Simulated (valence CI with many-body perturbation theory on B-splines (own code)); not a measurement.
## Energy levels of As¹²⁺

Calculated by valence CI with perturbative core correlation (CI+MBPT): three valence electrons over a frozen Dirac-Fock core [Ar], a basis of 7 s, 7 p, 8 d, 6 f, 4 g, 1 h functions for each j, with the one-electron correlation potential Σ1 (screened to all orders), the two-electron term Σ2, the three-electron term Σ3, Breit, model QED; selected single and double excitations, second order for the rest, scaled by the run's own slope (own B-spline code, finite nucleus).

No measured spectrum was set against this ion. As an estimate, terms of the open shell hold to 2 to 4 % of their energy, and close levels can change places. The list stops below the first excitations out of the core. Only levels of the ground parity were solved; by the run's estimate the other parity begins above the list, which can be wrong where configurations are misplaced.

Levels 1 to 19 of 19, with energies above the lowest level, 3d3 4F_3/2. "Leading %" is the weight of the configuration and term that name the level; weights of strongly mixed levels are sums over their largest components and can fall short. Lifetimes count E1, E2, E3, M1 and M2 decay at the calculated energies, and are blank where another channel may lead or the interval is too uncertain; long ones can be off by a factor of two.

```tsv
No.	Configuration	Term	J	E (cm⁻¹)	Leading %	g	Lifetime
1	3d3	4F	3/2	0.0	98	0.405	
2	3d3	4F	5/2	3212	99	1.028	706 ms
3	3d3	4F	7/2	7074	99	1.235	404 ms
4	3d3	4F	9/2	11255	97	1.327	513 ms
5	3d3	4P	3/2	35929	82	1.639	207 ms
6	3d3	4P	1/2	36087	93	2.532	2.29 s
7	3d3	2G	7/2	40117	99	0.891	34.3 ms
8	3d3	4P	5/2	41262	98	1.593	304 ms
9	3d3	2G	9/2	42658	78	1.076	25.3 ms
10	3d3	2D	3/2	50054	55	1.090	12.0 ms
11	3d3	2P	1/2	52495	93	0.802	42.4 ms
12	3d3	2H	9/2	56280	80	0.948	36.4 ms
13	3d3	2H	11/2	57060	100	1.090	130 ms
14	3d3	2D	5/2	58884	98	1.204	14.7 ms
15	3d3	2P	3/2	62063	56	1.127	13.6 ms
16	3d3	2F	7/2	86927	99	1.141	26.4 ms
17	3d3	2F	5/2	88482	99	0.861	37.7 ms
18	3d3	2D	5/2	134520	98	1.196	4.52 ms
19	3d3	2D	3/2	135950	100	0.799
```

Names give the largest LS component (configuration and term), which can be under half, so a name can repeat, a term be missing and a line seem to break the LS rules; names also repeat where a configuration has a term twice.

The ionisation energy to 3d2 3F_2 of the next ion comes out as 375.24 eV (NIST: 375 ± 3 eV (theoretical)). All 19 levels together are meant to be complete up to 554310 cm⁻¹.
